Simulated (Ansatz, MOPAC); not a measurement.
Gas-phase reaction in SMILES: C[Si-](C)[SiH2]Cl → [SiH-](Cl)[SiH](C)C

Wanted: isomerisation energy (enthalpy at 298 K), in kcal/mol. Conventions: non-relativistic; spin-orbit terms left out; frozen cores in correlated levels; six Cartesian d functions in 6-31G* and its kin unless marked 5d; dispersion terms only where a functional's name holds one. Basis-set limits of correlation are two-point, X^-3; Hartree-Fock from the larger set. The bracket is a focal-point correction in the basis named. Ab initio and DFT rows: single points at B3LYP-D3(BJ) geometries (Ansatz, a program for electronic structure), with unscaled harmonic terms from B3LYP/6-31G* (Ansatz) at its own minima. Semi-empirical rows: MOPAC heats of formation at their own minima for 298 K. Anions need diffuse functions, which STO-3G, LANL2DZ, def2-SVP, cc-pVDZ and Pople sets without + lack.

| species | coefficient | E at B3LYP/6-31G* (Ansatz), Eh | E at PBE0/def2-TZVPD (Ansatz), Eh | H(298 K) - E, kcal/mol | heat of formation at AM1 (MOPAC), kcal/mol |
|---|---|---|---|---|---|
| C[Si-](C)[SiH2]Cl | -1 | -1120.28438 | -1119.85695 | 63.59 | -79.70 |
| C[SiH](C)[SiH-]Cl | +1 | -1120.30249 | -1119.87324 | 63.74 | -83.93 |

Coupled cluster (Ansatz) is a level with limits of its own, used here on species with T1 under 0.025 (0.045 for open shells) and stable references: RI-MP2/CBS(aug-cc-pV(T+d)Z,aug-cc-pV(Q+d)Z)+[CCSD(T)-MP2]/aug-cc-pV(T+d)Z. Value to compare with, RI-MP2/CBS(aug-cc-pV(T+d)Z,aug-cc-pV(Q+d)Z)+[CCSD(T)-MP2]/aug-cc-pV(T+d)Z (Ansatz): -10.0 kcal/mol. 1 Eh = 627.5095 kcal/mol.

**Question.** Compute it at each level from the table, and compare with RI-MP2/CBS(aug-cc-pV(T+d)Z,aug-cc-pV(Q+d)Z)+[CCSD(T)-MP2]/aug-cc-pV(T+d)Z (Ansatz).

**Answer.** 
- B3LYP/6-31G*: the sum of coefficient times E is -0.01811 Eh, or -11.36 kcal/mol; the thermal terms add 0.15. Result: -11.2 kcal/mol. Its difference against RI-MP2/CBS(aug-cc-pV(T+d)Z,aug-cc-pV(Q+d)Z)+[CCSD(T)-MP2]/aug-cc-pV(T+d)Z (Ansatz) is -1.2 kcal/mol.
- PBE0/def2-TZVPD: the sum of coefficient times E is -0.01629 Eh, or -10.22 kcal/mol; the thermal terms add 0.15. Result: -10.1 kcal/mol. Its difference against RI-MP2/CBS(aug-cc-pV(T+d)Z,aug-cc-pV(Q+d)Z)+[CCSD(T)-MP2]/aug-cc-pV(T+d)Z (Ansatz) is -0.1 kcal/mol.
- AM1: the sum of coefficient times heat of formation is -4.23 kcal/mol; it needs no thermal term. Its difference against RI-MP2/CBS(aug-cc-pV(T+d)Z,aug-cc-pV(Q+d)Z)+[CCSD(T)-MP2]/aug-cc-pV(T+d)Z (Ansatz) is 5.8 kcal/mol.
